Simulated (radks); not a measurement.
Task: Isoelectronic series with 21 electrons, each ion in its NIST ground configuration. Calculated with a radial shooting solver on a logarithmic mesh with Libxc functionals: scalar-relativistic Kohn-Sham, PBEsol, spin-polarised, spherical densities, point nucleus; open shells are filled with parallel spins first (spin-orbit coupling, left out, can overturn this in heavy ions). Total energies (hartree) and orbital eigenvalues (eV):

ion,configuration,E (hartree),3d up,3p down,3p up
Sc,[Ar] 3d1 4s2,-763.15187,-3.5358,-33.0857,-33.8598
Mn4+,[Ar] 3d3,-1153.33017,-62.2238,-108.2245,-112.0519
Co6+,[Ar] 3d3,-1381.16454,-116.2235,-171.8762,-176.4238
Cu8+,[Ar] 3d3,-1630.82357,-183.2890,-248.5784,-253.7798
Ga10+,[Ar] 3d3,-1902.42047,-263.0371,-338.0217,-343.8437
As12+,[Ar] 3d3,-2196.09555,-355.2792,-440.0824,-446.5062
Br14+,[Ar] 3d3,-2512.00980,-459.9100,-554.7133,-561.7274
Rb16+,[Ar] 3d3,-2850.34256,-576.8671,-681.9067,-689.5042

Estimate the row of V2+ ([Ar] 3d3).

Result: E (hartree) -947.25497; 3d up -22.3175; 3p down -58.5961; 3p up -61.5355.
